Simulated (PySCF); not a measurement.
# Computed properties of Ga(F)2(SeH) (F₂GaHSe), SMILES [F][Ga]([F])[SeH]

F2GaHSe, SMILES [F][Ga]([SeH])[F]. Geometry: B3LYP-D3(BJ)/def2-SVP. One conformer was computed; it need not be the lowest. All values are computed for the isolated molecule unless a solvent is named; none is compared with measurement here.

**Structure.** The optimised structure has Cs symmetry. All 9 harmonic modes at B3LYP-D3(BJ)/def2-SVP (PySCF) are real, so it is a minimum. With heavy atoms numbered as in [Ga:1]([F:2])([F:3])[SeH:4], the shortest bond between them is Ga1–F2 at 1.747 Å and the longest Ga1–Se4 at 2.305 Å.

**Vibrations.** The strongest infrared lines (harmonic, unscaled, degenerate partners summed) lie at 694 cm⁻¹ (78 km/mol, F 83 %, Ga 16 %), 736 cm⁻¹ (68 km/mol, F 71 %, Ga 28 %), 184 cm⁻¹ (26 km/mol, F 84 %, Se 14 %). The softest mode is at 109 cm⁻¹ and the zero-point energy is 7.8 kcal/mol.

**Electronic structure.** B3LYP/def2-TZVPD (PySCF) places the frontier levels at -7.95 and -2.36 eV, a gap of 5.59 eV, and gives a dipole moment of 2.64 D and a mean polarisability of 55.8 bohr³. PBE/def2-TZVPD (PySCF) at the same geometry gives -7.01 and -2.90 eV, so its gap is 1.48 eV narrower. An orbital gap is neither the optical nor the fundamental gap.

**Excitations.** TDDFT-CAM-B3LYP/def2-SVPD (PySCF) has S1 at 4.78 eV (260 nm, f = 0.023, weak); the most intense of the 10 singlets computed lies at 7.41 eV (f = 0.59). T1 (TDA) is at 4.35 eV. TDDFT-PBE/def2-SVPD (PySCF) puts S1 at 4.23 eV. No vertical singlet excitation falls in the visible range (under 3.1 eV).

**NMR.** GIAO shifts at PBE0/pcSseg-1 (PySCF) (non-relativistic, atoms alike by connectivity averaged): ¹H at 1.4 ppm against TMS; ¹⁹F at -140.2 ppm against CFCl3.
